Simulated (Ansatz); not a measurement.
The first iterations of a band of C2H5BClFO (11 atoms, charge 0, multiplicity 1).

Theory: Ansatz 0.2.0, RKS PBE0/6-31G*.

```json
{"movable images": "7", "climbing image": "yes", "spring": "0.1 eV/Å²", "optimiser": "quadratic models (default)", "start path": "through a guess of the saddle point", "force threshold": "0.03 eV/Å", "iteration limit": "47", "end points": "relaxed"}
```

Image 0:

```xyz
11
Properties=species:S:1:pos:R:3
C 0.270 -0.791 1.390
C 0.321 0.242 0.294
Cl 2.024 0.803 0.050
O -0.149 -0.326 -0.896
B -0.774 0.417 -1.841
F -0.994 1.713 -1.649
H 0.864 -1.665 1.109
H -0.769 -1.103 1.537
H 0.655 -0.379 2.325
H -0.237 1.147 0.543
H -1.145 -0.115 -2.841
```

Image 8:

```xyz
11
Properties=species:S:1:pos:R:3
C 0.275 -0.865 1.025
C -0.175 0.567 0.840
Cl 1.231 1.498 0.035
O -1.325 0.714 0.127
B -0.178 0.027 -2.661
F 0.619 0.308 -3.602
H 0.460 -1.337 0.055
H -0.524 -1.415 1.534
H 1.188 -0.922 1.622
H -0.303 1.088 1.789
H -1.200 0.280 -0.744
```

| iteration | highest image above the first end (eV) | largest band force component (eV/Å) |
| --- | --- | --- |
| 1 | 54.065 | 227.244 |
| 2 | 25.473 | 99.742 |
| 3 | 14.755 | 58.154 |
| 4 | 8.731 | 31.714 |
| 5 | 5.973 | 15.240 |
| 6 | 4.949 | 6.380 |
| 7 | 4.505 | 2.634 |
| 8 | 4.024 | 1.869 |
| 9 | 3.815 | 2.103 |
| 10 | 3.853 | 1.510 |
| 11 | 3.799 | 1.299 |
| 12 | 3.795 | 1.319 |
| 13 | 3.793 | 0.655 |
| 14 | 3.793 | 0.718 |
| 15 | 3.792 | 0.833 |

Does the band converge within its limit, and where does its top end?

It did not converge within its limit. It ended after 47 iterations with the highest image 4.032 eV above the first end. The band didn't meet its force threshold, so its energies are provisional: the largest band force was still 0.43 eV/Å, and over the last iterations the top moved between 4.03 and 4.07 eV. Neighbouring images lie up to 3.7 Å apart, so the band is torn or far too coarse. The orbitals stay closed-shell, which can raise the energy where a bond breaks towards radicals; this wasn't checked here.

The run took 13 min on 2 threads of Arm Neoverse V2 (shared host), peak memory 0.25 GiB.
